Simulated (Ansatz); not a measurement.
A nudged elastic band was laid between two geometries of C2H7FN2Si (13 atoms, charge 0, multiplicity 1).

Computed with RKS B3LYP/def2-SVP in Ansatz 0.2.0.

```yaml
movable_images: 7
climbing_image: yes
spring: 5.0 eV/Å²
optimiser: quadratic models (default)
start_path: through a guess of the saddle point
force_threshold: 0.03 eV/Å
iteration_limit: 59
end_points: relaxed
```

Initial state:

```xyz
13
Properties=species:S:1:pos:R:3
C 0.519 -1.826 0.787
C 0.448 -0.361 0.429
F 1.118 0.356 1.444
N 0.826 0.052 -0.892
Si -0.756 0.619 -0.624
N -1.077 2.292 -0.475
H 1.571 -2.166 0.779
H -0.048 -2.437 0.068
H 0.116 -2.004 1.796
H 1.683 -0.170 -1.391
H -1.916 0.019 -1.333
H -2.008 2.675 -0.602
H -0.456 2.917 0.028
```

Final state:

```xyz
13
Properties=species:S:1:pos:R:3
C 0.617 -1.735 0.942
C 0.235 -0.493 0.179
F 0.620 0.633 1.041
N 0.591 -0.299 -1.140
Si -1.167 -0.162 -1.145
N -1.165 1.896 -0.523
H 1.714 -1.795 1.072
H 0.286 -2.632 0.398
H 0.158 -1.744 1.943
H 1.509 -0.359 -1.574
H -0.826 2.536 -1.245
H -2.067 2.242 -0.188
H -0.485 1.876 0.254
```

Which bonds break or form, and what moves?

Bonds broken: Si5–H11. Bonds formed: N6–H11.

What energy profile does the band end with?

It converged. The highest image is number 4 of 0 to 8, 2.83 eV above the first end and 2.26 eV above the last; the last end lies 0.56 eV above the first. Neighbouring images differ by up to 1.7 eV, so the band resolves the path poorly. A vibrational analysis at the climbing image gives one clearly imaginary mode, 1495i cm⁻¹: a first-order saddle point. The orbitals stay closed-shell, which can raise the energy where a bond breaks towards radicals; this wasn't checked here.

```
image  path coordinate (Å)  energy (eV)  Si5–H11 (Å)  N6–H11 (Å)
    0                 0.00         0.00         1.49        2.57
    1                 0.56         0.04         1.48        2.56
    2                 1.12         0.36         1.48        2.38
    3                 1.68         1.53         1.50        1.98
    4                 2.24         2.83         1.63        1.46
    5                 2.94         1.14         2.22        1.03
    6                 3.64         0.75         2.61        1.02
    7                 4.34         0.61         2.72        1.02
    8                 5.04         0.56         2.72        1.02
```

What is the geometry of the highest image?


```xyz
13
Properties=species:S:1:pos:R:3:forces:R:3
C 0.588 -1.902 0.912 0.01 0.00 0.00
C 0.384 -0.502 0.392 -0.01 -0.01 -0.02
F 0.913 0.398 1.334 0.00 0.00 0.01
N 0.698 -0.172 -0.943 0.01 0.01 0.01
Si -0.967 0.250 -0.757 -0.01 0.01 0.00
N -1.133 2.122 -0.533 0.00 0.00 0.01
H 1.670 -2.123 0.990 0.00 0.00 0.00
H 0.132 -2.638 0.235 0.00 0.00 0.00
H 0.148 -2.018 1.914 0.00 0.00 0.00
H 1.625 -0.099 -1.356 0.00 -0.01 0.00
H -1.686 1.391 -1.670 0.01 -0.01 0.00
H -1.978 2.447 -0.056 0.00 0.00 0.00
H -0.375 2.811 -0.447 0.00 0.00 0.00
```

The band took 16 iterations and roughly 14 core-minutes.

Run time: 7.3 min on 2 threads of Arm Neoverse V1, with other jobs on the host, peak memory 0.33 GiB.
